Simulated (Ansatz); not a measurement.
System: C$_{4}$H$_{5}$GeO, net charge 0, doublet state. It need not be the lowest isomer of its formula. 
Coordinates optimised at B3LYP-D3(BJ)/def2-TZVP (Ansatz, an electronic-structure program):
```
C
C 1 1.3718
H 2 1.0772 1 125.64
O 1 1.3772 2 108.46 3 179.59
C 4 1.3559 1 107.66 2 1.00
C 5 1.3591 4 110.54 1 -0.55
H 5 1.0759 4 116.16 1 178.97
H 6 1.0768 5 126.41 7 0.23
Ge 1 1.9264 2 132.51 3 6.02
H 9 1.5443 1 110.05 2 -149.27
H 9 1.5451 10 111.93 1 -119.53
```
Charge 0, spin multiplicity 2.

Quantity: atomisation energy (electronic, to ground-state atoms), in kJ/mol. Cores are frozen in the correlated levels unless marked. Open shells are spin-unrestricted. No spin-orbit coupling. Frozen are the shells of the preceding noble gas and the d and f shells that filled before the atom's block. Non-relativistic. The coupled-cluster limit lacks core correlation, which all-electron functionals hold. CBS(X,Y): correlation extrapolated as X^-3; Hartree-Fock from the larger set.

```csv
level,program,atomisation energy (kJ/mol)
HF/6-31G*,Ansatz,3193.8
```

Task: Estimate the value at CCSD(T)/CBS(cc-pVTZ,cc-pVQZ) as computed with Ansatz.

Result: 4525.7 kJ/mol
